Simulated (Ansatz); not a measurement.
Geometry optimisation, RKS BLYP/def2-SVP in Ansatz.

The input (input.yaml):

```yaml
crystal:
  periodic: [false, false, false]
  atoms:
    - { symbol: B, position_ang: [-0.102915, -0.589735, -0.378273] }
    - { symbol: H, position_ang: [-0.036621, 0.240448, 1.871432] }
    - { symbol: F, position_ang: [1.068192, 0.003406, -0.534098] }
    - { symbol: Cl, position_ang: [-1.584529, 0.243646, -0.829328] }
    - { symbol: Cl, position_ang: [-0.134185, -2.326715, 0.185101] }
    - { symbol: H, position_ang: [-0.072542, -0.470849, 1.974866] }
basis:
  gaussian: { orbitals: def2-SVP }
hamiltonian:
  xc: blyp
relax:
  f_tol: 0.03
  max_steps: 50
```

Command:

```bash
$ ansatz run input.yaml --threads 1 --pin off --max-ram 2048MiB --backend cpu --events-out ev --progress --plain --runs-dir out
```

Where does it end, and by what steps?

The forces met the threshold. The force dipped under the threshold on the way, but the program's further checks kept it going. After 20 steps the energy has fallen by 0.234 eV; H2 moved furthest, 0.88 Å.

| step | energy less start (eV) | largest force component (eV/Å) | accepted |
| --- | --- | --- | --- |
| 0 | 0.0000 | 1.867 | yes |
| 1 | -0.1263 | 0.803 | yes |
| 2 | -0.1609 | 0.808 | yes |
| 3 | -0.1996 | 0.618 | yes |
| 4 | -0.2113 | 0.574 | yes |
| 5 | -0.2236 | 0.498 | yes |
| 6 | -0.2311 | 0.114 | yes |
| 7 | -0.2320 | 0.006 | yes |
| 8 | -0.2321 | 0.067 | yes |
| 9 | -0.2321 | 0.074 | no |
| 10 | -0.2322 | 0.075 | yes |
| 11 | -0.2323 | 0.078 | yes |
| 12 | -0.2330 | 0.054 | yes |
| 13 | -0.1519 | 1.761 | no |
| 14 | -0.2334 | 0.005 | yes |
| 15 | -0.2294 | 0.499 | no |
| 16 | -0.2332 | 0.167 | no |
| 17 | -0.2335 | 0.044 | yes |
| 18 | -0.2334 | 0.193 | no |
| 19 | -0.2339 | 0.028 | yes |
| 20 | -0.2342 | 0.029 | yes |

```xyz
6
Properties=species:S:1:pos:R:3
B -0.127 -0.712 -0.763
H -0.007 0.441 2.728
F 1.040 -0.111 -0.947
Cl -1.606 0.116 -1.246
Cl -0.158 -2.326 -0.046
H -0.005 -0.308 2.563
```

Whether the end is a true minimum wasn't checked by a vibrational analysis.

Run time: 36 s on 1 thread of Arm Neoverse V2 (shared host), peak memory 0.13 GiB.
